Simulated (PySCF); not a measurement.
29Si chemical shifts

[PySCF 2.14.0 with density-fitted response routines: shielding tensors at PBE0/pcSseg-1 (GIAO); GFN2-xTB structure; no solvent model; one computed conformer; equivalent nuclei averaged; relativity neglected]

Shieldings were converted by a linear fit to measured shifts: 29Si: δ = 279.94 − 0.822σ (rms 8.9 ppm, 72 shifts, 25.8 ppm with the 6 outliers that the fit left out vs TMS, solution or neat liquid). Occasional misses reach two or three times the rms, and more in compound classes unlike the fitted ones.

Question: Give the 29Si shifts of `CC[SiH2]N[SiH2]P`, `CN([SiH3])[Si@@H](C)P`, `CN(C)[Si@@H]([SiH3])P`, `CN[Si@@H]1CC[C@H](F)[SiH2]1`, `CN[SiH2]C[SiH2]P`, `CSc1ccpc([SiH3])n1`.

Answer: 
```
                                                    compound                                               environment  δ (ppm)
                 [CH3:1][CH2:2][SiH2:3][NH:4][SiH2:5][PH2:6]                          Si3: silicon bonded to C, N, 2 H    -34.3
                 [CH3:1][CH2:2][SiH2:3][NH:4][SiH2:5][PH2:6]                          Si5: silicon bonded to N, P, 2 H    -36.5
             [CH3:1][N:2]([SiH3:3])[Si@@H:4]([CH3:5])[PH2:6]                         Si4: silicon bonded to C, N, P, H     -7.9
             [CH3:1][N:2]([SiH3:3])[Si@@H:4]([CH3:5])[PH2:6]                             Si3: silicon bonded to N, 3 H    -45.2
             [CH3:1][N:2]([CH3:3])[Si@@H:4]([SiH3:5])[PH2:6]                        Si4: silicon bonded to N, P, Si, H    -25.2
             [CH3:1][N:2]([CH3:3])[Si@@H:4]([SiH3:5])[PH2:6]                            Si5: silicon bonded to Si, 3 H    -99.8
[CH3:1][NH:2][Si@@H:3]1[CH2:4][CH2:5][C@H:6]([F:7])[SiH2:8]1  Si3: silicon bonded to C, N, Si, H, in a 5-membered ring    -20.0
[CH3:1][NH:2][Si@@H:3]1[CH2:4][CH2:5][C@H:6]([F:7])[SiH2:8]1   Si8: silicon bonded to C, Si, 2 H, in a 5-membered ring    -83.9
                 [CH3:1][NH:2][SiH2:3][CH2:4][SiH2:5][PH2:6]                          Si3: silicon bonded to C, N, 2 H    -33.3
                 [CH3:1][NH:2][SiH2:3][CH2:4][SiH2:5][PH2:6]                          Si5: silicon bonded to C, P, 2 H    -50.6
                                          CSc1ccpc([SiH3])n1                                  silicon bonded to C, 3 H    -60.6
```
